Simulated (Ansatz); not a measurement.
Abridged output of a molecular run in Ansatz:

```
Functional definition: HF
  name "HF"
  cite "Fock, Z. Phys. 61, 126 (1930) doi:10.1007/BF01340294"
  parent pbe
  exchange = exact_x
  correlation = 0
1678 factors; integrals over basis functions are off by at most 1.0e-3 eV
mean field evaluation 1: about -9526.8299 eV, gradient 7.2e1 eV
mean field evaluation 2: about -9527.0905 eV, gradient 7.2e1 eV
mean field evaluation 4: about -9535.9284 eV, gradient 4.3e0 eV
mean field evaluation 8: about -9536.0170 eV, gradient 4.9e-1 eV
mean field evaluation 16: about -9536.0177 eV, gradient 1.3e-6 eV
mean field -9536.01773868 eV, -350.4421881517 hartree, gradient 1.3e-6 eV, S^2 0.000000; 0 other end points of the search recorded, 0 dependent functions left out
5 core orbitals not correlated: weight in the atoms' cores, before any rotation towards them, 1.000 or more for the frozen orbitals, at most 0.000 for the correlated occupied ones
reference -9536.01773868 eV, -350.4421881517 hartree; 21, 21 occupied and 241, 241 virtual orbitals, 1678 factors
second order -36.56807233 eV of doubles, -0.00000000 eV of singles
cycle   1  -35.53400208 eV  change     1.0e0 eV  update   1.6e-1
cycle   2  -36.42578009 eV  change   -8.9e-1 eV  update   5.6e-2
cycle   3  -36.67231829 eV  change   -2.5e-1 eV  update   2.7e-2
cycle   4  -36.66032884 eV  change    1.2e-2 eV  update   8.0e-3
cycle   5  -36.65361710 eV  change    6.7e-3 eV  update   2.9e-3
cycle   6  -36.65640687 eV  change   -2.8e-3 eV  update   8.8e-4
cycle   7  -36.65657880 eV  change   -1.7e-4 eV  update   3.3e-4
cycle   8  -36.65632832 eV  change    2.5e-4 eV  update   9.7e-5
cycle   9  -36.65636890 eV  change   -4.1e-5 eV  update   4.0e-5
perturbative correction -1.57707568 eV, -0.0579564621 hartree
Total energy: -9574.25118326 eV, -351.8472413242 hartree
```

Its atoms:

Cartesian coordinates in Å:
```
C 0.642 -2.544 1.193
C 0.371 -1.472 0.690
Hf -0.120 0.476 -0.223
O -1.829 1.023 0.460
O -0.178 0.227 -2.126
O 1.259 1.716 0.276
H 0.879 -3.486 1.635
H -2.749 1.265 0.471
H 0.049 0.321 -3.045
H 1.676 2.474 0.670
```

(1) Which basis set was used?
A. def2-TZVPP
B. def2-QZVPP
C. def2-TZVPPD
D. cc-pV(D+d)Z

(2) Write the keys of the input that set method, charge and spin (a neutral closed shell needs none for the last two).

Answers

(1) A. It gives 267 functions.

(2) 
```yaml
correlation: {method: ccsd_t}
```
